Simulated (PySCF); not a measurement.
Excitations are Tamm–Dancoff values on a coarser integration grid. The basis has no diffuse functions, so Rydberg states are missing or too high.

Z-matrix (Å, degrees):
```
C
H 1 1.1096
H 1 1.1106 2 106.16
C 1 1.5367 2 110.18 3 118.54
H 4 1.1104 1 110.57 2 -59.70
H 4 1.1124 5 105.93 1 -117.59
C 1 1.5389 2 110.26 3 -116.55
H 7 1.1444 1 106.97 2 -58.42
C 7 1.5385 8 106.69 1 119.50
H 9 1.1095 7 110.40 8 60.19
H 9 1.1127 10 106.29 7 -117.11
C 9 1.5332 10 110.57 11 -118.28
H 12 1.1112 9 110.53 10 57.79
H 12 1.1126 13 106.37 9 118.34
C 4 1.5407 5 110.30 6 -116.53
H 15 1.1156 4 107.88 5 66.18
C 15 1.5129 16 105.51 12 -118.24
C 17 1.3444 15 128.08 16 -108.70
H 18 1.1009 17 121.05 15 178.03
H 18 1.1015 19 116.57 17 179.72
H 17 1.1067 18 117.92 19 -0.26
B 7 1.5479 8 89.64 9 120.32
H 22 1.2204 7 120.34 8 -86.32
H 22 1.2205 23 118.89 7 -172.60
```
Charge 0, multiplicity 1.

Question: Give the dipole moment, LUMO, S1 excitation (TDA), S1–T1 gap (TDA) and total energy at the level PBE-D3(BJ)/def2-TZVP // PBE-D3(BJ)/def2-SVP (PySCF 2.14.0).

Answer: 
```json
{
  "dipole_moment": "1.02 D",
  "LUMO": "-2.09 eV",
  "S1 excitation (TDA)": "4.07 eV",
  "S1–T1 gap (TDA)": "0.08 eV",
  "total_energy": "-338.3368 Ha"
}
```
